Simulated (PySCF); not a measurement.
Several species in one continuum solvent.

Computed with PySCF at PBE0/def2-SVPD, non-relativistic, each on one gas-phase PBE0-D3(BJ)/def2-SVP geometry that isn't relaxed in the solvent. The solvent is an IEF-PCM continuum (Bondi radii, 1.10 Å for H, scaled by 1.2). Specific hydrogen bonds and non-electrostatic terms are outside this model. Spin–orbit coupling is left out although an atom past zinc is present.

Problem. Order them by E(solvent) − E(gas) in chloroform (ε = 4.711), most negative first (kcal/mol).
A. `[CH2:1]=[CH:2][CH2:3][C@@H:4]([AsH2:5])[CH2:6][CH3:7]` with C1–C2–C3–C4 115°, C2–C3–C4–As5 62°, C3–C4–As5–H 80° and 172°, C3–C4–C6–C7 65°
B. `[CH3:1]/[CH:2]=[CH:3]/[CH2:4][As:5]([CH3:6])[CH3:7]` with C2–C3–C4–As5 -107°, C3–C4–As5–C6 73°
C. `[AsH2:1][CH2:2][CH:3]1[CH2:4][CH2:5][CH2:6][CH2:7]1` with H–As1–C2–C3 -91° and 177°, As1–C2–C3–C4 63°, C2–C3–C4–C5 -148°, C3–C4–C5–C6 39°, C4–C5–C6–C7 -42°, C5–C6–C7–C3 28°

Solution. B (-2.0), A (-1.6), C (-1.0).

| SMILES | charge | ΔE (kcal/mol) | polarisation term (kcal/mol) | HOMO shift (eV) | dipole gas (D) | dipole solvent (D) | atoms | lowest singlet, gas (eV) | lowest singlet, solvent (eV) |
| --- | --- | --- | --- | --- | --- | --- | --- | --- | --- |
| C/C=C/C[As](C)C | 0 | -2.0 | -2.2 | 0.00 | 1.03 | 1.40 | 20 | 5.66 | 5.69 |
| C=CC[C@@H]([AsH2])CC | 0 | -1.6 | -1.8 | +0.05 | 1.21 | 1.56 | 20 | 6.06 | 6.05 |
| [AsH2]CC1CCCC1 | 0 | -1.0 | -1.1 | +0.03 | 1.14 | 1.46 | 20 | 6.24 | 6.27 |

The polarisation term is half the interaction of the solute with the induced surface charges. Singlets are vertical TDDFT energies (frozen core, non-equilibrium response), the lowest in each medium.
